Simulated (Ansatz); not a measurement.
Ansatz (a first-principles code) input:
A basis named .json is the Basis Set Exchange file of that set.

Ansatz 0.2 input:
```yaml
crystal:
  periodic: [false, false, false]
  atoms:
    - {symbol: Mn, position_ang: [0.00000000, 0.00000000, 0.00000000]}
    - {symbol: F, position_ang: [-0.00000000, -0.00000000, -1.79756774]}
    - {symbol: F, position_ang: [0.00000000, 0.00000000, 1.79756774]}
basis:
  gaussian:
    orbitals: def2-QZVPPD.json
hamiltonian:
  xc: hf
total_charge: -1
magnetization: {spin_polarized: true, initial_magnetization: 4}
```

Which total energy does the run end on?

-1348.95379 Eh (HF/def2-QZVPPD). The basis has 232 functions.

This state (charge -1, quintet) is run at the relaxed geometry of the species with charge 0 and multiplicity 6.

The determinant is spin-contaminated: <S^2> is 6.81 against 6.00 for a pure state.
